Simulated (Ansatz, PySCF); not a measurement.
Reaction (SMILES): C=S (CH2S) → [CH-]=S + H+
Each molecule is optimised on its own at B3LYP-D3(BJ)/def2-TZVP (Ansatz, a quantum-chemistry and plane-wave program). Unstable Hartree-Fock reference: C=S (CH2S), [CH-]=S. High T1 diagnostic, so coupled cluster is less sure: [CH-]=S.

Wanted: gas-phase deprotonation energy (enthalpy at 298 K, with B3LYP-D3(BJ) rigid-rotor harmonic-oscillator terms from PySCF), in eV. Cores are frozen in the correlated levels unless marked. Spin-orbit coupling is left out. Non-relativistic. Anions need diffuse functions: aug- sets have them; def2-D sets add few; the other sets have none. Basis-set limits of correlation are two-point, X^-3; Hartree-Fock from the larger set.

| level | program | gas-phase deprotonation energy (eV) |
|---|---|---|
| TPSS-D4/def2-TZVPD | PySCF + dftd4 | 16.76 |
| B3LYP-D3(BJ)/def2-TZVPD | Ansatz + dftd3 | 16.73 |
| B3LYP-D4/def2-TZVPD | Ansatz + dftd4 | 16.70 |
| PBE0-D3(BJ)/def2-TZVPD | Ansatz + dftd3 | (withheld) |
| PW6B95-D4/def2-TZVPD | PySCF + dftd4 | (withheld) |
| CAM-B3LYP-D4/def2-TZVPD | Ansatz + dftd4 | 16.68 |
| B2GP-PLYP-D4/def2-TZVPD | Ansatz + dftd4 | (withheld) |
| B2PLYP-D3(BJ)/def2-TZVPD | Ansatz + dftd3 | 16.70 |
| RPA@PBE/cc-pV(Q+d)Z | Ansatz | (withheld) |
| SCS-MP2/STO-3G | Ansatz | 23.03 |
| CCSD/aug-cc-pV(Q+d)Z | Ansatz | 16.76 |
| CCSD/def2-QZVPP | Ansatz | 16.87 |
| CCSD(T)/CBS(aug-cc-pV(T+d)Z,aug-cc-pV(Q+d)Z) | Ansatz | 16.68 |

### Question
Some entries are withheld; supply them.

### Answer

- PBE0-D3(BJ)/def2-TZVPD, gas-phase deprotonation energy (eV): 16.75
- PW6B95-D4/def2-TZVPD, gas-phase deprotonation energy (eV): 16.77
- B2GP-PLYP-D4/def2-TZVPD, gas-phase deprotonation energy (eV): 16.71
- RPA@PBE/cc-pV(Q+d)Z, gas-phase deprotonation energy (eV): 16.96
